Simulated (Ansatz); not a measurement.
Species: C4H8S, SMILES `C=CCSC` (C–C–C–S torsion -116°, C–C–S–C torsion -73°) (charge 0, multiplicity 1), formula C4H8S.

Problem. How many basis functions does frozen-core CCSD(T)/cc-pVTZ // B3LYP-D3(BJ)/def2-TZVP (Ansatz, a first-principles code) use, how many core orbitals are frozen, and how many electrons are correlated?

Solution. 266 basis functions and 9 frozen orbitals, which leaves 30 correlated electrons. Core time is of the order of minutes.
